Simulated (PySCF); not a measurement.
## NaAs⁻: from constants to spectrum

LC-ωPBE constants of NaAs⁻, ⁴Σ⁻ (quartet), unpaired electrons σ ↑, π ↑↑ (Na def2-SVPD, As def2-SVPD; no relativity (PySCF 2.14); masses 22.9898 and 74.9216 u):

| Quantity | Value |
| --- | --- |
| ωe | 188.2 cm⁻¹ |
| ωexe | 0.922 cm⁻¹ |
| Be | 0.11565 cm⁻¹ |
| αe | 0.000871 cm⁻¹ |
| D (centrifugal) | 1.75e-07 cm⁻¹ |

(1) Give the vibrational terms G(v) and spacings up to v = 6.

Spin–orbit coupling is left out. The state was picked by a PBE0 search and need not be the measured ground state.

## Answers

(1) G(v) = ωe(v+½) − ωexe(v+½)².

```csv
v,G(v) (cm⁻¹),G(v) − G(v−1),Bv (cm⁻¹)
0,93.9,,0.1152
1,280.2,186.4,0.1143
2,464.7,184.5,0.1135
3,647.4,182.7,0.1126
4,828.2,180.8,0.1117
5,1007.2,179.0,0.1109
6,1184.3,177.1,0.1100
```
